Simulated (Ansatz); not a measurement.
`O[AsH2]` + `C[SeH]` → `C[Se][AsH2]` + H₂O  (ligand exchange at the As–O bond)

Isolated molecules relaxed with PBE0-D4/def2-TZVP in Ansatz; ΔE leaves out vibrations. CCSD(T)/CBS is the MP2 limit (def2-TZVPP, def2-QZVPP) plus CCSD(T) − MP2 in def2-TZVPP, frozen cores. This one scheme is used for every species. Functionals use def2-TZVPP. B3LYP here is the variant with VWN-RPA as its local correlation; programs differ in this. For As, Se outer-core shells are correlated without core-valence functions, which leaves a few kJ/mol of doubt a bond. Scalar relativity is left out up to krypton.

| level | ΔE (kcal/mol) | difference from CCSD(T)/CBS |
| --- | --- | --- |
| r2SCAN-D4 | -16.7 | 1.3 |
| PBE0-D4 | -18.3 | -0.3 |
| r2SCANh-D4 | -17.2 | 0.8 |
| revPBE | -16.1 | 1.9 |
| B3LYP | -14.8 | 3.2 |
| r2SCANh | -16.9 | 1.1 |
| RPA@PBE/def2-TZVPP | -14.1 | 3.9 |
| HF/def2-SVP | -14.4 | 3.6 |
| CCSD/def2-SVP | -14.8 | 3.2 |
| HF/def2-TZVPP | -13.8 | 4.2 |
| SCS-MP2/def2-TZVPP | -15.6 | 2.4 |
| CCSD/def2-TZVPP | -15.7 | 2.3 |
| CCSD(T)/def2-TZVPP | -16.1 | 1.9 |
| HF/def2-QZVPP | -13.5 | 4.5 |
| MP2/CBS(def2) | -19.6 | -1.6 |
| CCSD/CBS(def2) | -17.5 | 0.5 |
| CCSD(T)/CBS | -18.0 | 0 |

Task: What do rigid-rotor, harmonic-oscillator terms from PBE0-D4/def2-TZVP frequencies (298.15 K, 1 bar) make of the CCSD(T)/CBS value? (Estimate.)

Result: Computed: ΔZPE = +0.8 kcal/mol, ΔH = -16.4 kcal/mol, ΔS = -6 J/(mol·K), ΔG = -16.0 kcal/mol.

Largest T1 diagnostic among the species: 0.012.

From r2SCAN to r2SCAN0 (25 % exact exchange), in def2-TZVPP and without D4, ΔE moves by −1.0 kcal/mol. In def2-TZVPP, CCSD(T) changes the Hartree–Fock value by −2.3 kcal/mol (the triples alone add −0.4 kcal/mol) and MP2 by −4.0 kcal/mol. At CCSD(T), def2-SVP lies +2.9 kcal/mol from the extrapolated value and def2-TZVPP +1.9 kcal/mol.
